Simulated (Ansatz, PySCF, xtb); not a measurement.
Energy difference R1 → P1 + P2, each structure at its B3LYP-D3(BJ)/def2-TZVP stationary point, reached from a drawn start (curvature not checked).
P1: CH4 (SMILES C), charge 0, multiplicity 1.
P2: CH2O (SMILES C=O), charge 0, multiplicity 1.
R1: C2H6O (SMILES COC), charge 0, multiplicity 1.

P less R. No zero-point or thermal terms.

Cores are frozen in the correlated methods.

Programs: Ansatz (Gaussian orbitals); PySCF for the D3/D4 terms; xtb for the GFN methods. All values are computed, each at the level named.

| level | reaction energy (kcal/mol) |
|---|---|
| GFN1-xTB | 23.29 |
| GFN2-xTB | 23.73 |
| PBE/def2-TZVPP | 3.88 |
| BLYP-D4/def2-TZVPP | 0.46 |
| B97M-V/def2-TZVPP | 3.74 |
| B3LYP-D3(BJ)/def2-TZVPP | 3.19 |
| B3LYP-D4/def2-TZVPP | 3.18 |
| BHLYP-D4/def2-TZVPP | [?] |
| CCSD(T)/cc-pVQZ | [?] |

Problem. Complete the blanks.

Solution. 
- BHLYP-D4/def2-TZVPP, reaction energy (kcal/mol): 5.80
- CCSD(T)/cc-pVQZ, reaction energy (kcal/mol): 3.66

Ansatz is a program for electronic structure.
